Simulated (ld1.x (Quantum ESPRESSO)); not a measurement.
## What one change does to a pseudopotential (Au, TM)

gold, norm-conserving Troullier–Martins (Kleinman–Bylander form), made with ld1.x (Quantum ESPRESSO) 7.5 (PBE, fully relativistic). Core [Xe] 4f14, reference 5d10 6s0.75 6p0.25. Waves: 6p (bound): rc 2.85 bohr; 5d (bound): rc 1.60 bohr; 6s (bound): rc 1.65 bohr. Local part: the s channel. Core correction: a·sin(br)/r model core inside 1.00 bohr.

Open shells are filled in proportion to 2j + 1 (rel_dist='average').

All-electron outer shells of the reference configuration (PBE, scalar-relativistic, ld1.x):

```tsv
shell	level (eV)	outermost node (bohr)	outermost maximum (bohr)
4f	-81.73	–	0.37
5p	-60.40	0.52	0.96
5d	-7.48	0.56	1.21
6s	-6.22	1.11	2.29
6p	-1.12	1.32	3.60
```

Change: wave 6s (bound): rc 1.65 bohr becomes 6s (bound): rc 1.96 bohr.

Cutoffs: the cutoffs (Ry, on a coarse ladder) from which the occupation-weighted sum of valence levels, in a spherical-Bessel basis at the reference potential, stays within 10 and 1 mRy of its value at 400 Ry; they do not see the model core or the augmentation charge, which bear on the density cutoff. Errors are all-electron minus pseudo energies relative to the spin-unpolarised reference configuration.

Task: How do hardness, ghosts and transferability respond?

Result: The potential gets neither clearly harder nor softer (45 Ry and 80 Ry → 45 Ry and 70 Ry); the d channel sets the loose cutoff, while the largest relative change is in s, which becomes softer; of the 7 tests that both files solve, the error grows in 5 and shrinks in 0 by more than 15 % and 0.3 meV (median size 47.6 → 66.4 meV); the range in which the s phases agree widens (upper end 0.7 → 1.8); the range in which the p1/2 phases agree narrows (upper end 3.8 → 2.7); neither file shows a bound ghost. More of the atom is replaced by a form fitted at one configuration, so other configurations suffer.

```tsv
quantity	base	changed
cutoff, loose	45 Ry	45 Ry
cutoff, tight	80 Ry	70 Ry
loose cutoff by channel (10 mRy a level)	p 6 Ry, d 40 Ry, s 25 Ry	p 6 Ry, d 40 Ry, s 8 Ry
bound ghosts	none	none
error for 5d10 6s1 6p0, meV [ΔE -1.25 eV]	-0.1	-0.3
error for 5d10 6s0 6p0, meV [ΔE 8.18 eV]	-5.0	-9.5
error for 5d9 6s0 6p0, meV [ΔE 29.41 eV]	-55	-66
error for 5d8 6s0 6p0, meV [ΔE 63.28 eV]	-307	-355
error for 5d7 6s0 6p0, meV [ΔE 110.98 eV]	-884	-998
error for 5d10 6s0 6p1, meV [ΔE 3.95 eV]	-0.6	-1.9
error for 5d9 6s1 6p1, meV [ΔE 6.20 eV]	-48	-76
s: phases at 3.12 bohr within 0.05 rad from the reference energy up to (Ry; the scan ends near 5)	0.7	1.8
p1/2: phases at 3.12 bohr within 0.05 rad from the reference energy up to (Ry; the scan ends near 5)	3.8	2.7
p3/2: phases at 3.12 bohr within 0.05 rad from the reference energy up to (Ry; the scan ends near 5)	3.0	2.5
d3/2: phases at 3.12 bohr within 0.05 rad from the reference energy up to (Ry; the scan ends near 5)	1.0	0.9
d5/2: phases at 3.12 bohr within 0.05 rad from the reference energy up to (Ry; the scan ends near 5)	1.1	1.0
```
